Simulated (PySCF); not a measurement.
## Excitation energy of I by level of theory

I [Kr] 4d10 5s2 5p5 (2P) → I [Kr] 4d10 5s1 5p5 5d1 (high-spin determinant), as a difference of total energies. All numbers are calculated (PySCF 2.14, scalar relativity through the core potential, in aug-cc-pwCVDZ-PP with ECP28MDF). Correlated levels: valence and next inner shell: nothing frozen outside the core potential. The calculations carry no spin-orbit coupling.

```tsv
method	excitation energy (cm⁻¹)
UHF	167290
MP2 (valence and next inner shell)	166640
SCS-MP2 (valence and next inner shell)	164870
CCSD (valence and next inner shell)	159470
CCSD(T) (valence and next inner shell)	154010
```

The upper state lies above the first ionisation limit, where it may autoionise and the basis confines it.

The promoted electron is Rydberg-like, and one or two diffuse shells describe it only roughly, which tends to raise the upper state.

The coupled-cluster amplitudes are large for the upper state (T1 above 0.03 or a double amplitude above 0.15), so a single reference is strained.

The determinant of the upper state mixes LS terms, which raises its energy above the lowest term, most at the Hartree-Fock and MP2 levels.
